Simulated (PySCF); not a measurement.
disilylmethane (CH8Si2), SMILES [SiH3]C[SiH3]. Atoms are numbered in the order given.

```xyz
11

Si     1.4664     0.6553    -0.0051
C      0.2537    -0.7934    -0.1379
Si    -1.5712    -0.3275     0.0624
H      2.8874     0.1857    -0.1741
H      1.1733     1.6795    -1.0687
H      1.3408     1.3190     1.3403
H      0.5151    -1.5491     0.6340
H      0.3902    -1.2827    -1.1264
H     -1.9743     0.6672    -0.9933
H     -1.8053     0.2935     1.4136
H     -2.4541    -1.5410    -0.0641
```

Geometry: PBE-D3(BJ)/def2-SVP.

Level of theory: PBE-D3(BJ)/def2-SVP (PySCF).

Frequencies are harmonic and unscaled.

Computed normal modes with their intensities:
| mode | ν (cm⁻¹) | IR (km/mol) | Raman (Å⁴/amu) | depolarisation | moving atoms (share of kinetic energy) |
|---|---|---|---|---|---|
| 1 | 93 | 0.0 | 0.0 | – | H 99 % |
| 2 | 144 | 0.2 | 0.0 | – | H 82 %, C 15 % |
| 3 | 163 | 0.5 | 0.2 | 0.05 | Si 55 %, H 28 %, C 17 % |
| 4 | 441 | 2.7 | 1.1 | 0.75 | H 96 % |
| 5 | 536 | 1.0 | 26.1 | 0.30 | Si 40 %, H 40 %, C 20 % |
| 6 | 547 | 0.3 | 1.9 | 0.75 | H 89 %, Si 10 % |
| 7 | 549 | 0.0 | 6.3 | 0.75 | H 92 % |
| 8 | 742 | 54.3 | 13.1 | 0.40 | H 53 %, C 34 %, Si 13 % |
| 9 | 746 | 55.3 | 3.6 | 0.75 | C 41 %, H 35 %, Si 24 % |
| 10 | 796 | 106.9 | 4.8 | 0.75 | H 64 %, C 27 %, Si 10 % |
| 11 | 876 | 296.3 | 17.4 | 0.75 | H 93 % |
| 12 | 911 | 59.0 | 0.1 | 0.75 | H 97 % |
| 13 | 914 | 127.4 | 24.1 | 0.73 | H 93 % |
| 14 | 914 | 0.7 | 54.1 | 0.75 | H 98 % |
| 15 | 917 | 1.4 | 34.7 | 0.74 | H 94 % |
| 16 | 920 | 51.3 | 1.9 | 0.75 | H 98 % |
| 17 | 996 | 0.0 | 6.8 | 0.75 | H 96 % |
| 18 | 1039 | 55.8 | 0.1 | 0.75 | H 61 %, C 36 % |
| 19 | 1330 | 6.6 | 9.6 | 0.73 | H 92 % |
| 20 | 2154 | 157.3 | 26.0 | 0.75 | H 99 % |
| 21 | 2160 | 7.3 | 398.5 | 0.05 | H 98 % |
| 22 | 2163 | 40.3 | 73.0 | 0.75 | H 96 % |
| 23 | 2165 | 0.1 | 10.7 | 0.75 | H 96 % |
| 24 | 2167 | 162.8 | 184.2 | 0.31 | H 97 % |
| 25 | 2170 | 203.3 | 133.2 | 0.75 | H 96 % |
| 26 | 2986 | 0.6 | 104.9 | 0.08 | H 95 % |
| 27 | 3051 | 0.1 | 72.2 | 0.75 | H 91 %, C 9 % |
